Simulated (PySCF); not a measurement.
A structure optimised at PBE-D3(BJ)/def2-TZVP, used in a PySCF frequency run:

```xyz
6

P     -1.1171     0.1331     0.0000
P      1.1171    -0.1331     0.0000
H     -1.3102    -0.8511     1.0246
H     -1.3102    -0.8511    -1.0246
H      1.3102     0.8511     1.0246
H      1.3102     0.8511    -1.0246
```
Charge 0, spin multiplicity 1.

### Question
Write its SMILES, formula and point group.

### Answer
PP, H4P2, C2h

### Question
What are its rotational constants (standard atomic weights)?

### Answer
63.378, 5.7272, 5.6955 GHz
